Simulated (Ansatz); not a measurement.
Ansatz (a first-principles code) input file for Al(H) cation (AlH), SMILES [AlH] (connectivity only; charge and spin as stated), charge +1, multiplicity 2, B3LYP-D3(BJ)/def2-TZVPD. 

Ansatz 0.2 input:
```yaml
crystal:
  periodic: [false, false, false]
  atoms:
    - {symbol: Al, position_ang: [0.00000000, 0.00000000, -0.11188060]}
    - {symbol: H, position_ang: [0.00000000, 0.00000000, 1.45444774]}
basis:
  gaussian:
    orbitals: def2-TZVPD
hamiltonian:
  xc: b3lyp
  dispersion: d3bj
total_charge: 1
magnetization: {spin_polarized: true, initial_magnetization: 1}
relax: {f_tol: 0.002, max_steps: 200}
```

It prints:

```
WARN ansatz: RAYON_NUM_THREADS=1 ignored (pool sized by the plan → 1); use --threads N
Functional definition: B3LYP
integrals: 0.01 GiB planned
331 factors; their error is unknown
mean field: 0.11 GiB planned
mean field evaluation 1: about -6603.0401 eV, gradient 1.1e1 eV
mean field evaluation 2: about -6603.6195 eV, gradient 7.7e0 eV
mean field evaluation 4: about -6604.2681 eV, gradient 3.4e-1 eV
mean field evaluation 8: about -6604.2776 eV, gradient 2.6e-3 eV
mean field -6604.27760323 eV, -242.7027253787 hartree, gradient 7.6e-6 eV, S^2 0.756966; 0 other end points of the search recorded, 0 dependent functions left out
the calculation of the forces begins
reference -6604.27778447 eV, -242.7027320389 hartree; 7, 6 occupied and 45, 46 virtual orbitals, 331 factors
relax step   1: F+E_penalty+E_count = -6604.30162338 eV  Δ(F+E_penalty+E_count) = +0.000e0 eV  max|allowed force component| = 6.169e-1 eV/Å  Δτ_max = 0.0000 Å  (28 SCF iters, accepted)
these checks for a lower state are left out or cut short: starts, cluster_reference, orbital_swaps, neighbouring_geometries, increment
integrals: 0.01 GiB planned
331 factors; their error is unknown
mean field: 0.11 GiB planned
mean field evaluation 16: about -6604.2805 eV, gradient 6.3e-1 eV
mean field -6604.29211638 eV, -242.7032587272 hartree, gradient 8.2e-6 eV, S^2 0.757796; 0 other end points of the search recorded, 0 dependent functions left out
the calculation of the forces begins
reference -6604.29229760 eV, -242.7032653865 hartree; 7, 6 occupied and 45, 46 virtual orbitals, 331 factors
relax step   2: F+E_penalty+E_count = -6604.31617041 eV  Δ(F+E_penalty+E_count) = -1.455e-2 eV  max|allowed force component| = 2.092e-1 eV/Å  Δτ_max = 0.0179 Å  (30 SCF iters, accepted)
these checks for a lower state are left out or cut short: starts, cluster_reference, orbital_swaps, neighbouring_geometries, increment
integrals: 0.01 GiB planned
331 factors; their error is unknown
mean field: 0.11 GiB planned
mean field -6604.29426308 eV, -242.7033376166 hartree, gradient 5.3e-6 eV, S^2 0.758296; 0 other end points of the search recorded, 0 dependent functions left out
the calculation of the forces begins
reference -6604.29444421 eV, -242.7033442733 hartree; 7, 6 occupied and 45, 46 virtual orbitals, 331 factors
relax step   3: F+E_penalty+E_count = -6604.31834518 eV  Δ(F+E_penalty+E_count) = -2.175e-3 eV  max|allowed force component| = 1.218e-2 eV/Å  Δτ_max = 0.0100 Å  (31 SCF iters, accepted)
these checks for a lower state are left out or cut short: starts, cluster_reference, orbital_swaps, neighbouring_geometries, increment
integrals: 0.01 GiB planned
331 factors; their error is unknown
mean field: 0.11 GiB planned
mean field evaluation 32: about -6604.2851 eV, gradient 3.5e-2 eV
mean field -6604.29426419 eV, -242.7033376576 hartree, gradient 4.0e-5 eV, S^2 0.758351; 0 other end points of the search recorded, 0 dependent functions left out
the calculation of the forces begins
reference -6604.29444532 eV, -242.7033443139 hartree; 7, 6 occupied and 45, 46 virtual orbitals, 331 factors
relax step   4: F+E_penalty+E_count = -6604.31834981 eV  Δ(F+E_penalty+E_count) = -4.634e-6 eV  max|allowed force component| = 7.835e-3 eV/Å  Δτ_max = 0.0011 Å  (24 SCF iters, accepted)
these checks for a lower state are left out or cut short: starts, cluster_reference, orbital_swaps, neighbouring_geometries, increment
integrals: 0.01 GiB planned
331 factors; their error is unknown
mean field: 0.11 GiB planned
mean field -6604.29426890 eV, -242.7033378306 hartree, gradient 2.5e-5 eV, S^2 0.758329; 0 other end points of the search recorded, 0 dependent functions left out
the calculation of the forces begins
reference -6604.29445003 eV, -242.7033444871 hartree; 7, 6 occupied and 45, 46 virtual orbitals, 331 factors
relax step   5: F+E_penalty+E_count = -6604.31835313 eV  Δ(F+E_penalty+E_count) = -3.312e-6 eV  max|allowed force component| = 1.219e-5 eV/Å  Δτ_max = 0.0004 Å  (23 SCF iters, accepted)
integrals: 0.01 GiB planned
331 factors; their error is unknown
mean field: 0.11 GiB planned
mean field -6604.29426890 eV, -242.7033378306 hartree, gradient 2.5e-5 eV, S^2 0.758329; 1 other end points of the search recorded, 0 dependent functions left out
the calculation of the forces begins
reference -6604.29445003 eV, -242.7033444871 hartree; 7, 6 occupied and 45, 46 virtual orbitals, 331 factors
Total energy: -6604.31853426 eV, -242.7042295661 hartree
Atom 0 at     0.000000     0.000000    -0.140384 Å, force     0.000000     0.000000    -0.000012 eV/Å
Atom 1 at    -0.000000    -0.000000     1.482952 Å, force    -0.000000    -0.000000     0.000012 eV/Å
Dipole moment:    -0.000000    -0.000000    -0.128930 e Å
```

Self-consistency was reached.

Cost: about 3 core-seconds (a rough figure).
